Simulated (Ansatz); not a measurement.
`C=C[SiH](O)F` → F• + `C=C[SiH]O`•  (homolysis of the F–Si bond)

Isolated molecules relaxed with PBE0-D4/def2-TZVP in Ansatz; ΔE leaves out vibrations. CCSD(T)/CBS adds triple-zeta CCSD(T) − MP2 to the extrapolated MP2 energy (def2 sets, frozen cores). This one scheme is used for every species, atoms too. No spin–orbit coupling; open shells (•) take unrestricted orbitals. Spin–orbit coupling would lower the free atoms: a little for F. One conformer a species, not always the lowest.

```csv
species,SCS-MP2/def2-TZVPP energy (Eh)
`C=C[SiH](O)F`,-543.03526
F•,-99.60765
`C=C[SiH]O`•,-443.16059
```

**Question.** Work out ΔE.

**Answer.** ΔE = (-99.60765) + (-443.16059) − (-543.03526) = 0.26702 Eh = +7.27 eV. CCSD(T)/CBS gives +7.10 eV.

**Question.** What do rigid-rotor, harmonic-oscillator terms from PBE0-D4/def2-TZVP frequencies (298.15 K, 1 bar) make of the CCSD(T)/CBS value? (An estimate is asked.)

**Answer.** Ansatz gave: ΔZPE = -0.13 eV, ΔH = +7.01 eV, ΔS = 145 J/(mol·K), ΔG = +6.57 eV. Open shells count their whole term as degenerate.

Largest T1 diagnostic among the species: 0.027.

At CCSD(T), def2-SVP lies −0.61 eV from the extrapolated value and def2-TZVPP −0.20 eV: correlation converges slowly with the basis, and small sets miss more of it in the bonded molecule than in its fragments. Leaving LDA and LC-ωPBE aside and taking each functional with its dispersion term where it has one, the values, not all of them listed here, spread over 0.45 eV, from revPBE-D4 to ωB97M-V. LDA lies +0.93 eV from PBE without D4, its usual overbinding. From BLYP to BHLYP (50 % exact exchange), in def2-TZVPP and without D4, ΔE moves by −0.13 eV: exact exchange takes away binding that semilocal exchange gives to molecules.
